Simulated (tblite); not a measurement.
Parent: `[F:1][C@H:2]1[CH2:3][CH:4]=[CH:5][CH2:6][CH2:7]1` with F1–C2–C3–C4 81°, C2–C3–C4–C5 10°, C4–C5–C6–C7 20°, C5–C6–C7–C2 -49°, C6H9F.

Structures optimised with GFN2-xTB, isolated species. One conformer each, not checked by frequencies here.

```
coordinate of the parent    value
                   F1–C2  1.386 Å
                   C2–C3  1.526 Å
                   C3–C4  1.499 Å
                   C4=C5  1.322 Å
                   C5–C6  1.496 Å
                   C6–C7  1.527 Å
                   C2–C7  1.524 Å
                F1–C2–C3   109.3°
                F1–C2–C7   109.0°
                C3–C2–C7   111.6°
                C2–C3–C4   112.6°
                C3–C4–C5   123.9°
                C4–C5–C6   123.2°
                C5–C6–C7   111.3°
                C2–C7–C6   110.1°
```

**Question.** How does the shared frame change in `[CH:1]#[C:2][C@@H:3]1[CH:4]=[CH:5][CH2:6][CH2:7][C@H:8]1[F:9]` with C2–C3–C4–C5 -133°, C4–C5–C6–C7 -18°, C5–C6–C7–C8 50°, C6–C7–C8–F9 176°, C8H9F? Atoms pair as F1 = F9, C2 = C8, C3 = C3, C4 = C4, C5 = C5, C6 = C6, C7 = C7 (parent first).

**Answer.** 
```
  parent  relative  value in the relative  change
   F1–C2     F9–C8                1.384 Å  -0.002
   C2–C3     C8–C3                1.535 Å  +0.009
   C3–C4     C3–C4                1.507 Å  +0.008
   C4=C5     C4=C5                1.322 Å   0.000
   C5–C6     C5–C6                1.498 Å  +0.002
   C6–C7     C6–C7                1.525 Å  -0.002
   C2–C7     C8–C7                1.522 Å  -0.002
F1–C2–C3  F9–C8–C3                 109.2°    -0.1
F1–C2–C7  F9–C8–C7                 109.3°    +0.3
C3–C2–C7  C3–C8–C7                 110.9°    -0.7
C2–C3–C4  C8–C3–C4                 111.1°    -1.5
C3–C4–C5  C3–C4–C5                 124.0°    +0.1
C4–C5–C6  C4–C5–C6                 123.5°    +0.3
C5–C6–C7  C5–C6–C7                 110.8°    -0.5
C2–C7–C6  C8–C7–C6                 109.5°    -0.6
```

Of the parent's bonds, C2–C3 and C3–C4 change most and about equally (+0.008 to +0.009 Å). Bonds of the relative outside the shared frame: C1≡C2 1.196, C2–C3 1.454 Å. Point group C1 → C1.

**Question.** How does the shared frame change in `[F:1][C@@H:2]1[CH2:3][CH2:4][CH:5]=[CH:6][C@@H:7]1[CH2:8][SiH3:9]` with C6–C7–C8–Si9 67°, F1–C2–C3–C4 173°, C2–C3–C4–C5 45°, C3–C4–C5–C6 -15°, C5–C6–C7–C8 105°, C7H13FSi? Atoms pair as F1 = F1, C2 = C2, C3 = C7, C4 = C6, C5 = C5, C6 = C4, C7 = C3 (parent first).

**Answer.** 
| parent | relative | value in the relative | change |
| --- | --- | --- | --- |
| F1–C2 | F1–C2 | 1.385 Å | -0.001 |
| C2–C3 | C2–C7 | 1.534 Å | +0.008 |
| C3–C4 | C7–C6 | 1.500 Å | +0.001 |
| C4=C5 | C6=C5 | 1.323 Å | +0.001 |
| C5–C6 | C5–C4 | 1.498 Å | +0.002 |
| C6–C7 | C4–C3 | 1.526 Å | -0.001 |
| C2–C7 | C2–C3 | 1.522 Å | -0.002 |
| F1–C2–C3 | F1–C2–C7 | 110.3° | +1.0 |
| F1–C2–C7 | F1–C2–C3 | 109.8° | +0.8 |
| C3–C2–C7 | C7–C2–C3 | 111.7° | +0.1 |
| C2–C3–C4 | C2–C7–C6 | 108.7° | -3.9 |
| C3–C4–C5 | C7–C6–C5 | 124.2° | +0.3 |
| C4–C5–C6 | C6–C5–C4 | 124.0° | +0.8 |
| C5–C6–C7 | C5–C4–C3 | 111.6° | +0.3 |
| C2–C7–C6 | C2–C3–C4 | 109.0° | -1.1 |

Of the parent's bonds, C2–C3 changes most (+0.008 Å). Bonds of the relative outside the shared frame: C7–C8 1.536, C8–Si9 1.901 Å. Point group C1 → C1.

**Question.** How does the shared frame change in `[F:1][C@@H:2]1[CH2:3][CH2:4][CH:5]=[CH:6][C@H:7]1[O:8][SiH3:9]` with C6–C7–O8–Si9 -163°, F1–C2–C3–C4 176°, C2–C3–C4–C5 46°, C3–C4–C5–C6 -15°, C5–C6–C7–O8 -137°, C6H11FOSi? Atoms pair as F1 = F1, C2 = C2, C3 = C7, C4 = C6, C5 = C5, C6 = C4, C7 = C3 (parent first).

**Answer.** 
```tsv
parent	relative	value in the relative	change
F1–C2	F1–C2	1.384 Å	-0.002
C2–C3	C2–C7	1.529 Å	+0.003
C3–C4	C7–C6	1.504 Å	+0.005
C4=C5	C6=C5	1.322 Å	0.000
C5–C6	C5–C4	1.497 Å	+0.001
C6–C7	C4–C3	1.525 Å	-0.002
C2–C7	C2–C3	1.522 Å	-0.002
F1–C2–C3	F1–C2–C7	109.2°	-0.1
F1–C2–C7	F1–C2–C3	109.1°	+0.1
C3–C2–C7	C7–C2–C3	110.8°	-0.8
C2–C3–C4	C2–C7–C6	110.2°	-2.4
C3–C4–C5	C7–C6–C5	124.3°	+0.4
C4–C5–C6	C6–C5–C4	123.6°	+0.4
C5–C6–C7	C5–C4–C3	111.2°	-0.1
C2–C7–C6	C2–C3–C4	110.0°	-0.1
```

Of the parent's bonds, C3–C4 changes most (+0.005 Å). Bonds of the relative outside the shared frame: C7–O8 1.396, O8–Si9 1.624 Å. Point group C1 → C1.

The numbers are calculated, not measured.
